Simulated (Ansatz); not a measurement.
C10H9BO3, SMILES c1(c(B(O)O)occ1)-c1ccccc1. Heavy atoms are numbered as in [OH:1][B:2]([OH:3])[c:4]1[o:5][cH:6][cH:7][c:8]1-[c:9]1[cH:10][cH:11][cH:12][cH:13][cH:14]1.

Computed with B3LYP-D3(BJ)/def2-SVP run with Ansatz (a program for electronic structure).

Bond lengths of the relaxed neutral molecule (Å): O1–B2 1.360, B2–O3 1.366, B2–C4 1.560, C4–O5 1.373, C4–C8 1.387, O5–C6 1.345, C6–C7 1.367, C7–C8 1.436, C8–C9 1.475, C9–C10 1.407, C9–C14 1.408, C10–C11 1.395, C11–C12 1.398, C12–C13 1.397, C13–C14 1.397.

How do the bond lengths change in the relaxed cation? (The exact figures need the calculation; the answer reports its results.)


```
bond     neutral (Å)  cation (Å)
-------  -----------  ----------
O1–B2          1.360       1.339
B2–O3          1.366       1.352
B2–C4          1.560       1.603
C4–O5          1.373       1.332
C4–C8          1.387       1.441
O5–C6          1.345       1.375
C6–C7          1.367       1.360
C7–C8          1.436       1.434
C8–C9          1.475       1.434
C9–C10         1.407       1.426
C9–C14         1.408       1.428
C10–C11        1.395       1.383
C11–C12        1.398       1.409
C12–C13        1.397       1.406
C13–C14        1.397       1.384
```
